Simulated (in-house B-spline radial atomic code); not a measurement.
A fraction x of an electron is removed from 1s in Be III (Be2+), starting from 1s2 and keeping the highest spin. Level of theory: non-relativistic LDA exchange-only, spin-polarised, spherical fractional occupations, point nucleus; calculated with a radial B-spline atomic code at the basis-set limit.

```
   x  E(x) - E(0) (eV)  1s down level (eV)
   0            0.0000            -128.644
0.07            9.1143            -131.763
0.13           17.1000            -134.425
0.29           39.1712            -141.439
0.44           60.8683            -147.810
 0.5           69.8109            -150.267
0.53           74.3370            -151.469
0.69           99.0602            -157.419
0.83          121.3998            -161.429
0.92          135.9895            -162.414
   1          148.8640                   -
```

The exact functional would give a straight line between the two integer points. Deviations E(x) - E(0) - x[E(1) - E(0)], in eV: -1.306 at x = 0.07, -2.252 at x = 0.13, -3.999 at x = 0.29, -4.632 at x = 0.44, -4.621 at x = 0.5, -4.561 at x = 0.53, -3.656 at x = 0.69, -2.157 at x = 0.83, -0.965 at x = 0.92.

The curve lies below the straight line by up to 4.632 eV (at x = 0.44): convex, the delocalisation error that favours fractional charges.

Q: How well does Slater's transition state (minus the level at half occupation) give the ionisation energy?

A: It gives 150.267 eV against 148.864 eV from the two total energies; NIST lists 153.90 eV, ground level to ground level.
